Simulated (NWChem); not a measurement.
# CH5BS2; SMILES CB(S)S

```xyz
9

B     -0.3354     0.0004    -0.0189
C     -1.9133     0.0000    -0.0048
H     -2.3390    -0.8643    -0.5272
H     -2.3427     0.9088    -0.4406
H     -2.2641    -0.0531     1.0357
S      0.4979     1.6149    -0.0081
H      1.7893     1.2211     0.0362
S      0.4983    -1.6148    -0.0087
H      1.7890    -1.2194     0.0361
```
Atoms are numbered in this order, from 1.

Results from NWChem. The geometry was optimised at B3LYP/6-31G* (spherical d). Vzz is the largest principal value of the second derivative of the potential at the nucleus (NWChem prints the opposite sign); η is the asymmetry. Non-relativistic.

```tsv
level	Vzz B1 (a.u.)	η B1	Vzz S8 (a.u.)	η S8
B3LYP/def2-TZVP	0.381	0.54	1.944	0.65
B3LYP/cc-pVTZ	0.378	0.54	1.745	0.67
PBE0/cc-pVTZ	0.363	0.55	1.679	0.68
PBE0/def2-TZVP	0.366	0.55	1.869	0.66
```
